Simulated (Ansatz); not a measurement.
Gas-phase electronic energies from Ansatz, PBE0-D4/def2-TZVP geometries. CBS: MP2 limit from def2 TZ/QZ plus the TZ coupled-cluster correction, frozen cores. This one scheme is used for every species. Functionals use def2-TZVPP. HSE06 is defined as in plane-wave codes. One conformer a species, not always the lowest.

`[NH2][AlH][Cl]` + CH₃NH₂ → `C[NH][AlH][NH2]` + HCl  (ligand exchange at the Al–Cl bond)

```csv
level,ΔE (kJ/mol)
HSE06-D4,86.3
B2PLYP,84.8
SCS-MP2/def2-TZVPP,82.2
HF/CBS(def2),96.4
```

Q: What does CCSD(T)/CBS give? (An estimate is asked.)

A: The calculation gave: +83.5 kJ/mol. The listed levels differ from it by 2.8, 1.3, -1.3, 12.9 kJ/mol.

Q: What do rigid-rotor, harmonic-oscillator terms from PBE0-D4/def2-TZVP frequencies (298.15 K, 1 bar) make of the CCSD(T)/CBS value? (Best estimate.)

A: The calculation gave: ΔZPE = -12.8 kJ/mol, ΔH = +73.6 kJ/mol, ΔS = -13 J/(mol·K), ΔG = +77.5 kJ/mol.

Largest T1 diagnostic among the species: 0.010.

From BLYP to BHLYP (50 % exact exchange), in def2-TZVPP and without D4, ΔE moves by +5.9 kJ/mol. The D4 term adds −4.4 kJ/mol with B3LYP and −2.6 kJ/mol with PBE0; it sums over pairs of atoms, weighted by their polarisabilities, and B3LYP, whose exchange is more repulsive, gets the larger term. In def2-TZVPP, CCSD(T) changes the Hartree–Fock value by −16.7 kJ/mol (the triples alone add −1.5 kJ/mol) and MP2 by −15.0 kJ/mol.

B3LYP here is the variant with VWN-RPA as its local correlation; programs differ in this.
